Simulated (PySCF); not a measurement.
Si(Cl)(I)2(Me) (CH₃ClI₂Si), SMILES I[Si](Cl)(I)C.

Geometry: PBE0-D3(BJ)/def2-SVP. The def2 effective core potentials stand for the cores of I; spin–orbit coupling is left out.

All values below come from TDDFT-PBE/def2-SVPD (PySCF).

Vertical excitations. Isolated molecule, no solvent. State labels are in the subgroup Cs.

Computed lowest excited states:
```
state  symmetry  energy (eV)  λ (nm)      f                                                                  main pairs
-----  --------  -----------  ------  -----  --------------------------------------------------------------------------
S1           A"         4.31     287  0.016                                                              HOMO→LUMO 94 %
S2           A"         4.50     275  0.019                                                            HOMO−1→LUMO 93 %
S3           A'         4.64     267  0.007                                                            HOMO−2→LUMO 99 %
S4           A'         4.88     254  0.007                                                            HOMO−3→LUMO 97 %
S5           A'         5.52     224  0.012                                                            HOMO→LUMO+1 96 %
S6           A"         5.71     217  0.000                                          HOMO→LUMO+2 67 %, HOMO−5→LUMO 30 %
S7           A'         5.72     217  0.010                                                          HOMO−1→LUMO+1 94 %
S8           A'         5.77     215  0.013                                                            HOMO−4→LUMO 90 %
S9           A"         5.83     213  0.018  HOMO−5→LUMO 34 %, HOMO−1→LUMO+2 29 %, HOMO→LUMO+2 18 %, HOMO−2→LUMO+1 13 %
S10          A"         5.87     211  0.001                                      HOMO−2→LUMO+1 76 %, HOMO−1→LUMO+2 19 %
T1           A"         3.95     314      0                                                              HOMO→LUMO 99 %
T2           A"         4.17     297      0                                                            HOMO−1→LUMO 99 %
T3           A'         4.33     286      0                                                            HOMO−2→LUMO 99 %
T4           A'         4.55     272      0                                                            HOMO−3→LUMO 99 %
```
Triplets are in the Tamm–Dancoff approximation, which puts them higher than full response would, so one can lie above its singlet here.
